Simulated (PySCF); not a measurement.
# Reading the logs of faulty runs: B2GeH5O cation

All numbers below are calculated, not measured. The program is PySCF 2.14.0, an open-source quantum chemistry code, run on an isolated molecule that a program drew, which may never have been made. The molecule is B2GeH5O cation (charge +1, singlet), drawn as the SMILES string `[BH2][Ge+]([BH2])[OH]`.

Each row is a Hartree-Fock (HF) and frozen-core CCSD(T) single point in the cc-pVDZ basis, meant for a local HF minimum. Run 1 is clean. Each other run has one planted mistake out of seven kinds, and not every kind appears here: one electron removed, one electron added, multiplicity raised by two, geometry at a saddle point, minimal basis STO-3G, one bond length entered in bohr, all coordinates scaled. The reference is restricted for singlets and unrestricted otherwise, and also for a bond in bohr. Adding or removing an electron swaps singlet and doublet. Electrons count all cores. HOMO and LUMO are orbital energies over both spins, the gradient is its largest component, and the lowest frequency (negative if imaginary) is given only where the gradient is small. Bond lengths are over the 8 bonds as drawn. T1 is the CCSD diagnostic: over 0.02 (restricted) or 0.045 (unrestricted) a single reference is doubtful. Germanium has the cc-pVDZ-PP basis, with a core potential (ECP10MDF) in place of its 10 inner electrons, and its 3s, 3p and 3d shells are frozen in CCSD(T).

Geometry of the clean run:
```xyz
9
B2GeH5O cation, angstrom
B     0.2406    1.4228   -2.7280
Ge    0.8205    0.2579   -1.0801
B     1.1656   -1.7735   -0.7025
O     1.1140    1.0953    0.3987
H    -0.9225    1.6027   -2.8949
H     1.0987    1.8533   -3.4287
H     0.2460   -2.4241   -0.3253
H     2.2675   -2.1833   -0.8731
H     1.0234    2.0380    0.4843
```

```
run  electrons  basis functions  <S^2>  HOMO (eV)  LUMO (eV)  gradient (hartree/bohr)  lowest frequency (cm^-1)  mean bond (Å)  longest bond (Å)      T1  HF (hartree)  CCSD(T) (hartree)                     mistake
  1         54               90  0.000     -16.27      -4.62                  3.3e-05                       138         1.4529             2.100  0.0179    -420.22989         -420.70401                    no fault
  2         54               90  2.031     -12.02      -8.06                  5.0e-02                         -         1.4529             2.100  0.0264    -420.08100         -420.54961  multiplicity raised by two
  3         55               90  0.769      -5.91       0.67                  4.5e-02                         -         1.4529             2.100  0.0150    -420.41817         -420.90164          one electron added
  4         53               90  0.795     -23.93     -14.30                  6.8e-02                         -         1.4529             2.100  0.0298    -419.66816         -420.12698        one electron removed
  5         54               90  0.000     -16.38      -4.65                  2.0e-02                         -         1.4267             2.062  0.0170    -420.22730         -420.69812                           ?
  6         54               90  0.000     -16.12      -6.02                  3.3e-05                      -170         1.4604             2.134  0.0201    -420.22208         -420.69726                           ?
```

**Which mistake was planted in run 5, and what did it cost?**

The mean and the longest bond both change by the same factor, 0.982, and the gradient is no longer small. So the mistake is: all coordinates scaled. Subtracting run 1 and multiplying by 627.51 kcal/mol a hartree, the energy moved by 1.6 kcal/mol in HF and 3.7 kcal/mol in CCSD(T).

**Which mistake was planted in run 6, and what did it cost?**

The gradient is small, so the point is stationary, but the lowest frequency is imaginary (-170 cm^-1). So the mistake is: geometry at a saddle point. Subtracting run 1 and multiplying by 627.51 kcal/mol a hartree, the energy moved by 4.9 kcal/mol in HF and 4.2 kcal/mol in CCSD(T).

Cautions from the logs. Run 6: T1 is over the limit, so its CCSD(T) energy is less reliable.
